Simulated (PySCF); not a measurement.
A calculated (PBE, PySCF 2.14, aug-cc-pCVTZ-DK, scalar relativity by spin-free X2C-1e) atom or ion has these occupied shells.

```csv
shell,electrons,orbital energy (eV),"rms radius, mean of both spins (bohr)"
1s,2,-3118.7,0.0993
2s,2,-296.87,0.451
2p,6,-229.77,0.420
3s,2,-24.289,1.52
3p,6,-10.274,1.83
```

Q: Name the element and its charge.

A: Ar (argon, neutral), in [Ar], closed-shell 1S.
